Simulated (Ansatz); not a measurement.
Isolated molecules relaxed with PBE0-D4/def2-TZVP in Ansatz; ΔE leaves out vibrations. CCSD(T)/CBS adds triple-zeta CCSD(T) − MP2 to the extrapolated MP2 energy (def2 sets, frozen cores). This one scheme is used for every species. Functionals use def2-TZVPP. One conformer a species, not always the lowest.

Consider the formal hydrolysis of the Si–S bond: `N[SiH2][SiH](F)S` + H₂O → `N[SiH2][SiH](O)F` + H₂S.

| level | ΔE (kJ/mol) |
| --- | --- |
| PBE0-D4 | -25.3 |
| CCSD(T)/def2-TZVPP | -38.4 |

**Question.** What does CCSD(T)/CBS give? (Estimate.)

**Answer.** Computed: -32.7 kJ/mol. The listed levels differ from it by 7.4, -5.7 kJ/mol.

Largest T1 diagnostic among the species: 0.012.

In def2-TZVPP, CCSD(T) changes the Hartree–Fock value by +15.8 kJ/mol (the triples alone add +3.3 kJ/mol) and MP2 by +20.4 kJ/mol. The D4 term adds +6.9 kJ/mol with B3LYP and +3.8 kJ/mol with PBE0; it sums over pairs of atoms, weighted by their polarisabilities, and B3LYP, whose exchange is more repulsive, gets the larger term.

B3LYP here is the variant with VWN-RPA as its local correlation; programs differ in this.
